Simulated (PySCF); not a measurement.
Spectra and structures to be paired. Method used: PySCF, TDDFT B3LYP/def2-SVPD, vertical, gas phase, core orbitals frozen in the response. Geometries: PBE0-D3(BJ)/def2-SVP; one conformer of each isolated species. Triplets are in the Tamm–Dancoff approximation. Relativistic effects are left out although some hold elements past zinc.

A. `FC1=C[Si@@H](Cl)C=C[Si@@H]1Br`
B. `Cl[SiH2]Cl`
C. `[SeH2]`

Lowest singlet levels (six at most, fewer where fewer were computed) with oscillator strengths:

1. 5.23 eV (f 0.000); 5.39 eV (f 0.058); 6.99 eV (f 0.000); 7.15 eV (f 0.001); 7.64 eV (f 0.003); 8.07 eV (f 0.192); T1 4.76 eV
2. 4.95 eV (f 0.003); 5.18 eV (f 0.034); 5.31 eV (f 0.009); 5.58 eV (f 0.016); 5.71 eV (f 0.044); 5.86 eV (f 0.002)
3. 7.20 eV (f 0.015); 7.43 eV (f 0.000); 7.63 eV (f 0.031); 7.75 eV (f 0.000); 7.85 eV (f 0.027); 7.98 eV (f 0.020); T1 6.86 eV

Question: Match each spectrum to its molecule.

Answer: 1 = C, 2 = A, 3 = B.
- A: S1 at 4.95 eV, HOMO→LUMO (86%); Löwdin shares by element: HOMO carbon 48% or more, bromine 16%, fluorine 9% (atoms not listed hold the other 27%); LUMO carbon 48% or more, silicon 10% or more (atoms not listed hold the other 42%); HOMO -8.00 and LUMO -2.23 eV.
- B: S1 at 7.20 eV, HOMO→LUMO (98%); Löwdin shares by element: HOMO chlorine 61%, silicon 18%, hydrogen 11% or more; LUMO chlorine 50%, silicon 31%, hydrogen 10% or more; HOMO -8.94 and LUMO -0.56 eV; point group C2v, 2 of its 6 listed states under f = 0.0005.
- C: S1 at 5.23 eV, HOMO→LUMO+1 (100%); Löwdin shares by element: HOMO selenium 85%, hydrogen 15%; LUMO selenium 70%, hydrogen 30%; HOMO -6.89 and LUMO -0.44 eV; point group C2v, 2 of its 6 listed states under f = 0.0005.
